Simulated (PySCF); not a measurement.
Record of a relaxation.

Compound: methyldifluoroisocyanate silane, C₂H₃F₂NOSi.
SMILES with atom numbers: `[CH3:1][Si:2]([F:3])([F:4])[N:5]=[C:6]=[O:7]` (hydrogens: H8, H9, H10 on C1)

Method: PBE0-D3(BJ)/def2-TZVP geometry optimisation, gas phase (PySCF 2.14.0); density fitting, grid level 2; the optimiser is geomeTRIC in internal coordinates, started from a GFN2-xTB structure with every atom displaced at random (about 0.01 Å). The frame can shift and turn from step to step; on so coarse a grid that alone can change the energy by a few meV, and forces under 0.02 eV/Å are noise.

Step 0: E = -18967.0518 eV, largest atomic force 1.767 eV/Å
```
atom  x, y, z in Å  |  force x, y, z in eV/Å
C1     -1.324   -0.753   -0.155   -0.629   1.651   0.047
Si2    -0.248    0.775    0.038    0.245   0.387  -0.245
F3     -0.439    1.832   -1.151   -0.060  -0.709   0.306
F4     -0.558    1.644    1.331   -0.197  -0.432  -0.058
N5      1.428    0.452    0.117   -1.623   0.473  -0.129
C6      2.442   -0.154    0.168    1.510  -0.684   0.026
O7      3.472   -0.699    0.214   -0.358   0.092   0.006
H8     -1.194   -1.182   -1.139    0.138  -0.201  -0.241
H9     -1.133   -1.477    0.612    0.298  -0.477   0.401
H10    -2.395   -0.459   -0.055    0.676  -0.099  -0.112
```

Step 1: E = -18967.1292 eV, largest atomic force 0.923 eV/Å
```
atom  x, y, z in Å  |  force x, y, z in eV/Å
C1     -1.222   -0.758   -0.143    0.034   0.103   0.063
Si2    -0.281    0.818    0.039   -0.385  -0.789  -0.286
F3     -0.612    1.730   -1.211    0.183   0.171   0.166
F4     -0.764    1.560    1.344    0.152   0.262   0.068
N5      1.391    0.568    0.116   -0.025   0.231   0.021
C6      2.412   -0.053    0.169    0.010  -0.120   0.005
O7      3.415   -0.639    0.220   -0.068   0.114  -0.007
H8     -1.027   -1.207   -1.119    0.053  -0.041   0.027
H9     -0.968   -1.476    0.639    0.053   0.015  -0.048
H10    -2.295   -0.565   -0.077   -0.008   0.055  -0.010
```

Step 2: E = -18967.1541 eV, largest atomic force 0.255 eV/Å
```
atom  x, y, z in Å  |  force x, y, z in eV/Å
C1     -1.239   -0.768   -0.145   -0.038   0.051   0.016
Si2    -0.289    0.792    0.035   -0.120  -0.202  -0.100
F3     -0.581    1.743   -1.195    0.017   0.064   0.015
F4     -0.729    1.569    1.337    0.007   0.079   0.052
N5      1.382    0.561    0.114    0.070   0.025   0.009
C6      2.412   -0.044    0.168   -0.015  -0.026  -0.002
O7      3.428   -0.602    0.220    0.025   0.015   0.004
H8     -1.041   -1.225   -1.116    0.024  -0.015   0.015
H9     -0.984   -1.485    0.638    0.023   0.010   0.000
H10    -2.310   -0.562   -0.080    0.009   0.000  -0.009
```

Step 3: E = -18967.1559 eV, largest atomic force 0.032 eV/Å
```
atom  x, y, z in Å  |  force x, y, z in eV/Å
C1     -1.247   -0.770   -0.144   -0.025   0.009  -0.004
Si2    -0.293    0.784    0.030    0.010   0.007  -0.019
F3     -0.575    1.748   -1.192   -0.004   0.009  -0.005
F4     -0.722    1.571    1.333   -0.007   0.008   0.017
N5      1.382    0.555    0.112    0.003  -0.031  -0.006
C6      2.415   -0.043    0.168   -0.012   0.016  -0.001
O7      3.438   -0.590    0.222    0.014  -0.004   0.004
H8     -1.043   -1.234   -1.112    0.010  -0.013   0.007
H9     -0.990   -1.481    0.643    0.006   0.004   0.011
H10    -2.317   -0.562   -0.083    0.005  -0.005  -0.005
```

Step 4: E = -18967.1562 eV, largest atomic force 0.040 eV/Å
```
atom  x, y, z in Å  |  force x, y, z in eV/Å
C1     -1.248   -0.770   -0.144   -0.009   0.002  -0.007
Si2    -0.293    0.784    0.028    0.020   0.035   0.002
F3     -0.573    1.750   -1.193   -0.004  -0.004  -0.001
F4     -0.721    1.573    1.331   -0.003  -0.007  -0.002
N5      1.381    0.552    0.111   -0.013  -0.034  -0.010
C6      2.415   -0.044    0.168    0.002   0.021   0.002
O7      3.440   -0.588    0.223    0.000  -0.004   0.002
H8     -1.040   -1.239   -1.107    0.006  -0.009   0.007
H9     -0.991   -1.476    0.648   -0.001   0.005   0.011
H10    -2.319   -0.563   -0.087    0.001  -0.004  -0.004
```

Step 5: E = -18967.1568 eV, largest atomic force 0.073 eV/Å
```
atom  x, y, z in Å  |  force x, y, z in eV/Å
C1     -1.252   -0.769   -0.141    0.027  -0.012  -0.006
Si2    -0.295    0.785    0.021    0.021   0.061   0.035
F3     -0.569    1.752   -1.201   -0.004  -0.023   0.004
F4     -0.722    1.579    1.323    0.010  -0.026  -0.034
N5      1.378    0.544    0.106   -0.029  -0.030  -0.014
C6      2.416   -0.047    0.166    0.023   0.027   0.008
O7      3.444   -0.584    0.226   -0.021  -0.003  -0.001
H8     -1.027   -1.258   -1.091   -0.003   0.001   0.004
H9     -0.999   -1.458    0.668   -0.018   0.004   0.008
H10    -2.324   -0.567   -0.101   -0.007   0.002  -0.003
```

Step 6: E = -18967.1572 eV, largest atomic force 0.067 eV/Å
```
atom  x, y, z in Å  |  force x, y, z in eV/Å
C1     -1.255   -0.768   -0.137    0.042  -0.018   0.002
Si2    -0.296    0.786    0.014    0.011   0.050   0.043
F3     -0.565    1.749   -1.212   -0.004  -0.024   0.000
F4     -0.721    1.586    1.313    0.015  -0.026  -0.041
N5      1.375    0.536    0.101   -0.029  -0.019  -0.014
C6      2.417   -0.047    0.166    0.030   0.022   0.011
O7      3.448   -0.577    0.230   -0.024  -0.001  -0.002
H8     -1.015   -1.277   -1.073   -0.007   0.006   0.001
H9     -1.012   -1.440    0.689   -0.024   0.003   0.003
H10    -2.327   -0.568   -0.116   -0.010   0.007  -0.003
```

Step 7: E = -18967.1577 eV, largest atomic force 0.055 eV/Å
```
atom  x, y, z in Å  |  force x, y, z in eV/Å
C1     -1.261   -0.768   -0.128    0.045  -0.022   0.021
Si2    -0.296    0.784    0.002   -0.006   0.013   0.035
F3     -0.558    1.734   -1.235   -0.006  -0.017  -0.010
F4     -0.718    1.600    1.290    0.017  -0.011  -0.030
N5      1.372    0.520    0.092   -0.017   0.002  -0.011
C6      2.423   -0.043    0.166    0.026   0.009   0.011
O7      3.461   -0.559    0.238   -0.017   0.002  -0.001
H8     -0.993   -1.315   -1.034   -0.009   0.010  -0.004
H9     -1.047   -1.408    0.732   -0.025  -0.001  -0.006
H10    -2.333   -0.565   -0.147   -0.008   0.015  -0.005
```

Step 8: E = -18967.1581 eV, largest atomic force 0.049 eV/Å
```
atom  x, y, z in Å  |  force x, y, z in eV/Å
C1     -1.270   -0.769   -0.115    0.028  -0.018   0.036
Si2    -0.294    0.778   -0.013   -0.015  -0.028   0.011
F3     -0.549    1.707   -1.267   -0.006  -0.004  -0.019
F4     -0.712    1.617    1.260    0.010   0.009  -0.004
N5      1.370    0.501    0.083   -0.001   0.017  -0.007
C6      2.434   -0.035    0.168    0.014  -0.004   0.009
O7      3.481   -0.530    0.251   -0.003   0.004   0.002
H8     -0.973   -1.359   -0.984   -0.008   0.010  -0.009
H9     -1.099   -1.371    0.781   -0.015  -0.005  -0.012
H10    -2.339   -0.558   -0.186   -0.003   0.019  -0.007
```

Step 9: E = -18967.1584 eV, largest atomic force 0.046 eV/Å
```
atom  x, y, z in Å  |  force x, y, z in eV/Å
C1     -1.279   -0.772   -0.104    0.003  -0.007   0.031
Si2    -0.291    0.769   -0.024   -0.013  -0.043  -0.009
F3     -0.543    1.676   -1.294   -0.003   0.005  -0.019
F4     -0.704    1.631    1.235   -0.001   0.023   0.018
N5      1.371    0.487    0.076    0.009   0.015  -0.006
C6      2.446   -0.025    0.171   -0.002  -0.008   0.006
O7      3.502   -0.500    0.262    0.009   0.004   0.003
H8     -0.967   -1.390   -0.948   -0.004   0.004  -0.008
H9     -1.145   -1.349    0.814    0.000  -0.006  -0.011
H10    -2.342   -0.547   -0.212    0.003   0.013  -0.005
```

Step 10: E = -18967.1587 eV, largest atomic force 0.027 eV/Å
```
atom  x, y, z in Å  |  force x, y, z in eV/Å
C1     -1.282   -0.774   -0.100   -0.009   0.002   0.012
Si2    -0.289    0.763   -0.025   -0.002  -0.025  -0.011
F3     -0.543    1.662   -1.302    0.001   0.004  -0.009
F4     -0.700    1.634    1.230   -0.006   0.017   0.015
N5      1.374    0.486    0.076    0.009   0.001  -0.008
C6      2.451   -0.020    0.174   -0.012  -0.001   0.006
O7      3.510   -0.488    0.267    0.009   0.002   0.002
H8     -0.975   -1.391   -0.946   -0.001   0.000  -0.003
H9     -1.156   -1.355    0.816    0.008  -0.003  -0.004
H10    -2.342   -0.538   -0.212    0.003   0.004   0.000
```

Step 11: E = -18967.1588 eV, largest atomic force under 0.02 eV/Å
```
atom  x, y, z in Å  |  force x, y, z in eV/Å
C1     -1.281   -0.775   -0.100   -0.008   0.003  -0.001
Si2    -0.289    0.762   -0.024    0.003  -0.001  -0.003
F3     -0.545    1.660   -1.301    0.002   0.000  -0.001
F4     -0.699    1.633    1.231   -0.005   0.005   0.003
N5      1.375    0.488    0.076    0.002  -0.007  -0.011
C6      2.452   -0.018    0.175   -0.006   0.004   0.008
O7      3.511   -0.486    0.269    0.003   0.000   0.001
H8     -0.982   -1.385   -0.955    0.000  -0.001   0.000
H9     -1.149   -1.365    0.809    0.007  -0.001   0.001
H10    -2.342   -0.536   -0.203    0.001  -0.002   0.004
```

**Question.** Summarise the path.

**Answer.** The energy falls by 10.32 kJ/mol from step 0 to step 11; nine tenths of that is first reached at step 2. It falls at every step. The largest force goes from 1.767 to under 0.02 eV/Å. Among the bonds C1–Si2 changes most, from 1.879 to 1.831 Å; the atoms move by 0.104 Å rms after alignment.

**Question.** Follow the three bonds and two angles with the largest change from start to end.

**Answer.** 
```json
{"step": "0", "E above end (kJ/mol)": "10.32", "largest force (eV/Å)": "1.767", "C1–Si2 (Å)": "1.879", "C1–H10 (Å)": "1.116", "C1–H9 (Å)": "1.072", "Si2–N5–C6 (°)": "160.1", "F3–Si2–F4 (°)": "102.7"}
{"step": "1", "E above end (kJ/mol)": "2.85", "largest force (eV/Å)": "0.923", "C1–Si2 (Å)": "1.844", "C1–H10 (Å)": "1.092", "C1–H9 (Å)": "1.093", "Si2–N5–C6 (°)": "157.2", "F3–Si2–F4 (°)": "108.6"}
{"step": "2", "E above end (kJ/mol)": "0.45", "largest force (eV/Å)": "0.255", "C1–Si2 (Å)": "1.835", "C1–H10 (Å)": "1.093", "C1–H9 (Å)": "1.092", "Si2–N5–C6 (°)": "157.5", "F3–Si2–F4 (°)": "107.1"}
{"step": "3", "E above end (kJ/mol)": "0.28", "largest force (eV/Å)": "0.032", "C1–Si2 (Å)": "1.832", "C1–H10 (Å)": "1.093", "C1–H9 (Å)": "1.091", "Si2–N5–C6 (°)": "157.8", "F3–Si2–F4 (°)": "106.5"}
{"step": "4", "E above end (kJ/mol)": "0.25", "largest force (eV/Å)": "0.040", "C1–Si2 (Å)": "1.832", "C1–H10 (Å)": "1.092", "C1–H9 (Å)": "1.092", "Si2–N5–C6 (°)": "157.9", "F3–Si2–F4 (°)": "106.5"}
{"step": "5", "E above end (kJ/mol)": "0.20", "largest force (eV/Å)": "0.073", "C1–Si2 (Å)": "1.832", "C1–H10 (Å)": "1.092", "C1–H9 (Å)": "1.092", "Si2–N5–C6 (°)": "158.6", "F3–Si2–F4 (°)": "106.4"}
{"step": "6", "E above end (kJ/mol)": "0.16", "largest force (eV/Å)": "0.067", "C1–Si2 (Å)": "1.832", "C1–H10 (Å)": "1.091", "C1–H9 (Å)": "1.092", "Si2–N5–C6 (°)": "159.3", "F3–Si2–F4 (°)": "106.4"}
{"step": "7", "E above end (kJ/mol)": "0.10", "largest force (eV/Å)": "0.055", "C1–Si2 (Å)": "1.832", "C1–H10 (Å)": "1.091", "C1–H9 (Å)": "1.093", "Si2–N5–C6 (°)": "160.8", "F3–Si2–F4 (°)": "106.4"}
{"step": "8", "E above end (kJ/mol)": "0.07", "largest force (eV/Å)": "0.049", "C1–Si2 (Å)": "1.832", "C1–H10 (Å)": "1.092", "C1–H9 (Å)": "1.093", "Si2–N5–C6 (°)": "162.7", "F3–Si2–F4 (°)": "106.5"}
{"step": "9", "E above end (kJ/mol)": "0.04", "largest force (eV/Å)": "0.046", "C1–Si2 (Å)": "1.832", "C1–H10 (Å)": "1.092", "C1–H9 (Å)": "1.093", "Si2–N5–C6 (°)": "164.2", "F3–Si2–F4 (°)": "106.6"}
{"step": "10", "E above end (kJ/mol)": "0.01", "largest force (eV/Å)": "0.027", "C1–Si2 (Å)": "1.831", "C1–H10 (Å)": "1.092", "C1–H9 (Å)": "1.092", "Si2–N5–C6 (°)": "164.4", "F3–Si2–F4 (°)": "106.6"}
{"step": "11", "E above end (kJ/mol)": "0.00", "largest force (eV/Å)": "under 0.02", "C1–Si2 (Å)": "1.831", "C1–H10 (Å)": "1.092", "C1–H9 (Å)": "1.092", "Si2–N5–C6 (°)": "164.1", "F3–Si2–F4 (°)": "106.6"}
```

What follows is the cost of the whole optimisation. Time: 4.4 min wall; peak memory 1.1 GiB. Hardware: one thread, Arm Neoverse V1 (aarch64), shared host with 32 logical CPUs at a one-minute load of 32.
